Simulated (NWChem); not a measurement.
Species: C2H5FOSi; SMILES CC([SiH2]F)=O

```xyz
10

C     -1.4793     1.1867     0.0000
C     -0.0117     0.8783     0.0000
O      0.8499     1.7317     0.0000
Si     0.6772    -0.9179     0.0000
F     -0.5370    -2.0061     0.0000
H     -1.9581     0.7294    -0.8818
H     -1.6415     2.2738     0.0000
H     -1.9581     0.7294     0.8818
H      1.4914    -1.1112    -1.2295
H      1.4914    -1.1112     1.2295
```
Atoms are numbered in this order, from 1.

Level: PBE0/def2-SVP (NWChem), optimised geometry, unscaled harmonic frequencies. 

| frequency (cm⁻¹) | IR intensity (km/mol) |
|---|---|
| 63 | 6.4 |
| 109 | 12.7 |
| 121 | 0.0 |
| 311 | 1.2 |
| 356 | 12.4 |
| 387 | 26.7 |
| 618 | 43.5 |
| 634 | 2.1 |
| 728 | 13.7 |
| 850 | 22.1 |
| 911 | 235.5 |
| 939 | 52.5 |
| 959 | 89.1 |
| 981 | 1.5 |
| 1183 | 26.8 |
| 1359 | 47.8 |
| 1417 | 21.1 |
| 1430 | 19.8 |
| 1814 | 125.7 |
| 2267 | 62.6 |
| 2279 | 114.7 |
| 3049 | 0.1 |
| 3140 | 0.5 |
| 3183 | 3.8 |

```yaml
zero_point_energy: 41.6 kcal/mol
thermal correction to the enthalpy at 298.15 K (with zero-point energy): 46.4 kcal/mol
heat capacity Cv: 22.1 cal/(mol K)
entropy at 298.15 K and 1 atm (symmetry number 1): 82.1 cal/(mol K)
dipole_moment: 1.19 D
```

Rigid rotor and harmonic oscillator; modes under 100 cm⁻¹ make the entropy uncertain.
